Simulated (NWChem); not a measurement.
# RbF anion, doublet; SMILES of the neutral closed-shell parent [F][Rb]

```xyz
2

Rb     0.0000     0.0000    -0.2136
F      0.0000     0.0000     2.2580
```
Atoms are numbered in this order, from 1.

Level: B3LYP/def2-SVPD with def2 effective core potentials on Rb, spin-unrestricted (NWChem), optimised geometry, unscaled harmonic frequencies. The spin multiplicity was typed, not searched, and may not be the lowest. The highest occupied level is positive, so the extra electron may be held by the finite basis. def2 effective core potentials on Rb; no spin-orbit coupling.

Q: List the harmonic frequencies with IR intensities, and the thermochemistry.

A: 
```tsv
frequency (cm⁻¹)	IR intensity (km/mol)
283	116.0
```

| Quantity | Value |
|---|---|
| zero-point energy | 0.4 kcal/mol |
| thermal correction to the enthalpy at 298.15 K (with zero-point energy) | 2.8 kcal/mol |
| heat capacity Cv | 6.7 cal/(mol K) |

Rigid rotor and harmonic oscillator.
